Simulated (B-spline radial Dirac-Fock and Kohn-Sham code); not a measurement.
# Photoionisation of barium ions at Cr Kα (5414.7 eV)

Method: the independent-particle Dirac-Slater model, thresholds from Dirac-Fock. Computed with a radial atomic solver. Cross sections in kb; a dash marks an empty subshell or a threshold above the photon energy.

```
 ion      configuration  total  3d3/2  4p1/2     5s   5p1/2      6s
  Ba           [Xe] 6s2  130.6   4.60   1.39  0.261   0.201  0.0293
Ba²⁺  [Kr] 4d10 5s2 5p6  130.4   4.60   1.39  0.263   0.206       –
Ba⁶⁺  [Kr] 4d10 5s2 5p2  130.7   4.60   1.40  0.317  0.0909       –
```
